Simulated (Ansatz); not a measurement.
In₅P₄Cl₃, a halide-capped cluster cut from zinc blende InP (3 Cl on the cations), 12 atoms. Hardware: 2 threads of AMD EPYC 7R13 on a shared host and a share (18 GiB) of an NVIDIA H100 80GB HBM3.

In the def2 sets In takes a core potential; there is no spin–orbit coupling. Correlated methods freeze 55 core orbitals; core or outer-core shells of In are correlated, in sets that lack core-valence functions. Single mean-field runs in def2-TZVP are fitted with def2-universal-jkfit.

Task: How many basis functions does each of these Ansatz runs have, and roughly what does it cost? PBE0-D4/def2-TZVP, charge 1 doublet at the geometry of the charge 0 singlet, energy; ωB97X-V/def2-TZVP, charge 0 singlet, energy, from earlier orbitals; PBE0-D4/def2-TZVP, charge 0 singlet, energy and forces, from earlier orbitals; MP2/def2-TZVP, charge 0 singlet, energy, from earlier orbitals; PBE-D4/def2-SVP, charge 0 singlet, relaxation, 20 steps; RPA@PBE/def2-TZVP, charge 0 singlet, energy, from earlier orbitals; revPBE-D4/def2-TZVP, charge 0 singlet, energy, from earlier orbitals; PBE0-D4/def2-TZVP, charge 0 triplet at the geometry of the charge 0 singlet, energy; PBE-D4/def2-TZVP, charge -1 doublet at the geometry of the charge 0 singlet, energy, from earlier orbitals; revPBE-D4/def2-TZVP, charge -1 doublet at the geometry of the charge 0 singlet, energy, from earlier orbitals; PBE-D4/def2-TZVP, charge 0 triplet at the geometry of the charge 0 singlet, energy, from earlier orbitals; PBE0-D4/def2-TZVP, charge -1 doublet at the geometry of the charge 0 singlet, energy.

Result: Other jobs shared the machine, so times can vary by a factor of up to 3.

```tsv
run	functions	fitting or Cholesky vectors	wall time	peak host memory (GiB)
revPBE-D4/def2-TZVP, charge 0 singlet, energy, from earlier orbitals	509	1986	4.3 s	1
PBE-D4/def2-TZVP, charge 0 triplet at the geometry of the charge 0 singlet, energy, from earlier orbitals	509	1986	6.5 s	1.2
ωB97X-V/def2-TZVP, charge 0 singlet, energy, from earlier orbitals	509	1986	6.5 s	1.2
MP2/def2-TZVP, charge 0 singlet, energy, from earlier orbitals	509	3918	7 s	1.2
PBE0-D4/def2-TZVP, charge 0 singlet, energy and forces, from earlier orbitals	509	1986	7.5 s	1.3
PBE0-D4/def2-TZVP, charge 0 triplet at the geometry of the charge 0 singlet, energy	509	1986	7.5 s	1.2
PBE-D4/def2-TZVP, charge -1 doublet at the geometry of the charge 0 singlet, energy, from earlier orbitals	509	1986	7.5 s	1.2
RPA@PBE/def2-TZVP, charge 0 singlet, energy, from earlier orbitals	509	3918	7.5 s	3.3
revPBE-D4/def2-TZVP, charge -1 doublet at the geometry of the charge 0 singlet, energy, from earlier orbitals	509	1986	8.5 s	1.2
PBE0-D4/def2-TZVP, charge 1 doublet at the geometry of the charge 0 singlet, energy	509	1986	14 s	1.2
PBE0-D4/def2-TZVP, charge -1 doublet at the geometry of the charge 0 singlet, energy	509	1986	15 s	1.2
PBE-D4/def2-SVP, charge 0 singlet, relaxation, 20 steps	256	2993	48 s	0.96
```
